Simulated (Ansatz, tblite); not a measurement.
Removing and adding an electron: GaF₃. Total charge 0; singlet. Geometry: PBE-D4/def2-TZVP. Ansatz, gas phase; energy differences of separate SCF runs; the oxidised species was run as a doublet alone; the reduced species was run as a doublet alone.

```tsv
atom	x (Å)	y (Å)	z (Å)
Ga1	0.000	0.000	0.000
F2	0.690	-0.782	-1.400
F3	1.041	0.575	1.278
F4	-1.730	0.207	0.122
```

The xTB rows come from tblite. Correlated methods freeze 12 core orbitals; core or outer-core shells of Ga are correlated, in sets that lack core-valence functions. In CCSD on the charge 1 doublet the largest single amplitude is 0.20, so its Hartree–Fock determinant may place the open shell otherwise than the density functionals do. HOMO above LUMO, or a gap near zero within one spin, warns that the state may not be the lowest or that an electron is smeared out.

```csv
level,−HOMO (eV),vertical IE (eV),−LUMO (eV),vertical EA (eV),HOMO–LUMO gap (eV),IE − EA (eV),remarks
GFN1-xTB,14.42,18.43,9.15,5.31,5.26,13.12,–
GFN2-xTB,15.05,18.99,11.23,7.13,3.82,11.86,–
HF/def2-TZVPP,–,13.55,–,–,–,–,–
PBE-D4/def2-TZVP,9.63,13.43,3.58,–,6.05,–,gap within one spin near zero (+1 doublet)
PBE-D4/def2-TZVPD,9.73,–,3.71,0.93,6.02,–,HOMO above zero (-1 doublet)
r2SCAN-D4/def2-TZVP,10.14,13.76,3.26,–,6.88,–,–
r2SCAN-D4/def2-TZVPD,10.20,–,3.35,0.81,6.85,–,HOMO above zero (-1 doublet)
PBE0-D4/def2-TZVP,11.74,14.31,2.56,–,9.18,–,–
PBE0-D4/def2-TZVPD,11.81,–,2.71,0.81,9.10,–,HOMO above zero (-1 doublet)
MP2/def2-TZVPP,–,15.46,–,–,–,–,–
CCSD/def2-TZVPP,–,15.04,–,–,–,–,–
CCSD(T)/def2-TZVPP,–,15.06,–,–,–,–,–
```

   A HOMO above zero means that the electron is unbound at that level or that self-interaction error raises the level; the energy of removing that electron tells which. Raw xTB energy differences between charge states are shifted by several eV; the methods need an empirical correction for them.
